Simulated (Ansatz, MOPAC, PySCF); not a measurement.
Pair of molecules: H2O (SMILES O) (first 3 atoms) with CH4S (SMILES CS); geometry from B3LYP-D3(BJ)/def2-TZVP, rigid monomers moved along the line of their centres of mass till O1···H9 is 2.52 Å.
(charge 0, multiplicity 1):
| atom | x (Å) | y (Å) | z (Å) |
|---|---|---|---|
| O | 0.2608 | -0.0870 | 0.2851 |
| H | 0.8310 | -0.7092 | -0.1793 |
| H | -0.6184 | -0.2140 | -0.0875 |
| C | 0.8399 | 0.8162 | 4.6587 |
| S | 0.2471 | -0.8103 | 4.0865 |
| H | 0.1511 | 1.6084 | 4.3725 |
| H | 0.8870 | 0.7661 | 5.7452 |
| H | 1.8345 | 1.0300 | 4.2728 |
| H | 0.2634 | -0.5310 | 2.7694 |

Interaction energies are E(AB) − E(A) − E(B) at the monomers' geometry in the complex; basis-set methods are counterpoise corrected. Rows marked so take none.

Correlated levels freeze the cores. Rows in 6-31G* carry no dispersion term and start afresh at each structure (6-31G* with six Cartesian d functions). The state that AM1 reach isn't checked.

Run with Ansatz (a first-principles code); MOPAC for AM1 (differences of heats of formation); PySCF for 6-31G* rows. Values without a source in brackets are computed.

Question: What interaction energy does B3LYP/6-31G* (no counterpoise) give?

Answer: -3.0 kcal/mol

Question: Estimate the interaction energy that AM1 returns for this input.

Answer: -1.6 kcal/mol

Question: Predict the interaction energy from CCSD(T)/aug-cc-pV(D+d)Z.

Answer: -1.9 kcal/mol
